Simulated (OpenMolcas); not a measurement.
# Pr IV: effect of the IPEA shift

| Quantity | Value |
| --- | --- |
| Program | OpenMolcas |
| Basis | ANO-RCC-VTZP [8s7p5d3f2g1h] |
| Scalar Hamiltonian | DKH2, point nucleus |
| Active space | 2 electrons in 12 orbitals (RAS2 4f; RAS3 5d, at most 1 electron) |
| State averaging | 2S+1 = 3 even, 21 roots; 2S+1 = 1 even, 28 roots; 2S+1 = 3 odd, 35 roots; 2S+1 = 1 odd, 35 roots |
| Spin-orbit coupling | state interaction with AMFI integrals over the reference wave functions, term energies averaged over their components |

Methods on the same reference wave functions:
A. RASSCF
B. SS-RASPT2, IPEA 0 Eh, imaginary shift 0.1 Eh (closed shells correlated: 5s 5p)
C. SS-RASPT2, IPEA 0.25 Eh, imaginary shift 0.1 Eh (closed shells correlated: 5s 5p)

Energies in cm-1 above 4f2 3H4, the measured ground level; measured values from Martin, Zalubas and Hagan, Atomic Energy Levels: The Rare-Earth Elements, NSRDS-NBS 60 (1978).

```tsv
Level	A	B	C	Measured
4f2 3H4	0.0	0.0	0.0	0.0
4f2 3H5	2274	2300	2300	2152
4f2 3H6	4680	4700	4700	4389
4f2 3F2	6794	5330	5490	4997
4f2 3F3	8253	6820	6990	6415
4f2 1D2	23486	19720	19910	17334
4f2 1I6	28089	25500	25490	22212
4f2 3P0	29542	24960	25330	21390
4f2 3P1	30177	25650	26020	22007
4f2 3P2	31381	26900	27250	23161
4f 5d 1G* 4 [72 %]	56799	58370	58640	61171
4f 5d 3F* 2 [72 %]	57356	58500	59050	61457
4f 5d 3F* 3	59190	60940	61570	
4f 5d 3H* 4	59433	61190	61630	63581
4f 5d 3G* 3	59906	60120	60840	
4f 5d 3H* 5	61273	63090	63550	65239
4f 5d 3G* 4	62257	62400	63150	
4f 5d 1D* 2 [64 %]	62894	62460	62930	65322
4f 5d 3H* 6	64111	65930	66390	68078
4f 5d 3G* 5	64281	64610	65370	67899
4f2 1S0	64366	52970	53520	
4f 5d 3D* 1	64486	64190	64990	66968
4f 5d 3D* 2	66063	65730	66510	68412
4f 5d 3P* 1	69312	68170	69130	70755
```

Deviations, from unrounded energies. A percentage is the sum of absolute deviations over the sum of measured energies, with the sign that they share, or ± where signs differ.

```csv
Against measurement,Levels,A,B,C
mean absolute deviation (cm-1),19,3900,2300,2100
fine structure of the ground term (%),2,+6.3,+7.0,+7.0
other terms of the ground configuration (%),7,+34.2,+14.8,+16.1
other configurations (%),10,-5.0,-4.0,-3.1
```

C lies closest to measurement on these levels and A furthest from it. The largest miss of C in the table is 4f2 3P2, by +4100 cm-1. The ranking rests on the paired levels alone, and a cruder setting can come out closer through cancelling errors.

Between B and C the level of the table that moves most is 4f 5d 3P* 1, by 960 cm-1 (lowest in B, highest in C). Moves below CASPT2's spread within the term are not significant.

The mean deviations of B to C differ by less than CASPT2's widest spread within a term (1200 cm-1), so their order carries little weight.

From A to B the spin-free energies of the other terms of 4f2 shown, above 3H, scale by factors of 0.76 to 0.90, as is usual when dynamic correlation screens the repulsion within a d or f shell.

The lowest spin-free term lies below A's lowest term by 0.253 hartree in B, 0.249 hartree in C.

Term energies are means over components that CASPT2 splits; among the terms shown or strongly mixed into the levels shown the widest spread is 1200 cm-1 (4f2 1I, B). Without dynamic correlation excited terms often stand tens of per cent too high (terms of higher spin than the ground term too low), and those without a measured partner can miss by more than the paired ones (holds for A). Some levels mix across a computed gap that differs much from the measured one, so their mixing is not that of the real levels (holds for A). The CASPT2 spread within a term exceeds the gap to the next term for 4f2 1I and 4f2 3P, so the order of their levels is uncertain (holds for B). Some terms miss by over 15 % even with CASPT2, which points to a basis or an active space too small for the shells correlated (holds for B; C). Measured partners are found by configuration, term and J. A level has none where our copy of the source lacks it or the pairing is in doubt (some pairs that miss far off the trend of their configuration count as doubtful), and it then counts in no deviation. Only configurations of the active space appear. Levels that lie high or do not pair safely by name in every column are left out.

A share in square brackets marks a mixed level and gives the weight of the term that names it, the lowest over the columns. * marks odd parity.
